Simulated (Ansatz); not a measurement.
Job for Ansatz (an electronic-structure program): R-CAM-B3LYP/def2-TZVPP on HIrO (SMILES [OH][Ir]), 2S+1 = 1, a spin state set in the input, which need not be the lowest. Elements past Kr take the def2 small-core potentials; no spin–orbit coupling.

Ansatz 0.2 input:
```yaml
crystal:
  periodic: [false, false, false]
  atoms:
    - {symbol: Ir, position_ang: [-0.91893435, -0.63669551, -0.79884383]}
    - {symbol: O, position_ang: [0.44848153, -0.14153395, 0.30172414]}
    - {symbol: H, position_ang: [0.43718410, 0.82560107, 0.42690006]}
basis:
  gaussian:
    orbitals: def2-TZVPP
hamiltonian:
  xc: {name: CAM-B3LYP}
```

The head of its log:

```
WARN ansatz: RAYON_NUM_THREADS=1 ignored (pool sized by the plan → 1); use --threads N
Functional definition: CAM-B3LYP
integrals: 0.03 GiB planned
602 factors; their error is unknown
integrals: 0.06 GiB planned
126 factors; integrals over basis functions are off by at most 4.7e-4 eV
mean field: 0.29 GiB planned
mean field evaluation 1: about -4895.4463 eV, gradient 4.2e1 eV
mean field evaluation 2: about -4889.5716 eV, gradient 7.2e1 eV
```

What total energy does the run end on?

-180.0121 hartree.
